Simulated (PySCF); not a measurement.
Compound: 3-aminophenylacetylene, C8H7N.
SMILES with atom numbers: `[CH:1]#[C:2][c:3]1[cH:4][cH:5][cH:6][c:7]([NH2:8])[cH:9]1`

NICS is the negative of the GIAO shielding at a point without a nucleus: at the ring centre (0) and 1 Å above and below it (1); zz is the component along the ring normal. Level: GIAO PBE0/pcSseg-1 (PySCF, non-relativistic, gas phase) on the GFN2-xTB geometry, one conformer.

Ring bond lengths (Å), with Mayer bond orders in brackets: C3–C4 1.395 (1.40), C4–C5 1.382 (1.44), C5–C6 1.382 (1.47), C6–C7 1.396 (1.33), C7–C9 1.392 (1.34), C9–C3 1.391 (1.42).

Question: Give the NICS values of each ring in ppm.

Answer: 
| ring | type | NICS(0) | NICS(1), two faces | NICS(1)zz, two faces | rms pucker (Å) | centre to ring atoms, mean (Å) |
| --- | --- | --- | --- | --- | --- | --- |
| C3–C4–C5–C6–C7–C9 | 6-membered carbocycle; formal bonds all aromatic | -8.4 | -9.9 / -10.2 | -23.6 / -23.9 | 0.00 | 1.39 |

Question: What do they say, and how far can they be read as aromaticity?

Answer: 
- C3–C4–C5–C6–C7–C9: mean NICS(1)zz -23.7 ppm, shielded. The ring is flat and has no four-coordinate atom; by the NICS criterion it is aromatic.

Question: What does the geometric index give? Use HOMA with the parameters of Krygowski (1993).

Answer: 
- C3–C4–C5–C6–C7–C9: HOMA 0.99 = 1 − EN − GEO, with mean bond length 1.390 Å, EN = α(Ropt − mean)² = 0.001 and GEO = α × variance = 0.008. The geometric and the magnetic index point the same way.

Question: Give the inner angles of the rings and the Hirshfeld charges of the ring atoms.

Answer: 
- C3–C4–C5–C6–C7–C9: C3 120.1° (+0.004 e), C4 119.3° (-0.063 e), C5 120.8° (-0.047 e), C6 120.4° (-0.073 e), C7 118.9° (+0.053 e), C9 120.4° (-0.069 e); sum 720.0° against 720° for a flat convex ring.

The values belong to the conformer `[CH:1]#[C:2][c:3]1[cH:4][cH:5][cH:6][c:7]([NH2:8])[cH:9]1`: H–N8–C7–C6 22°, H–N8–C7–C6 162°.
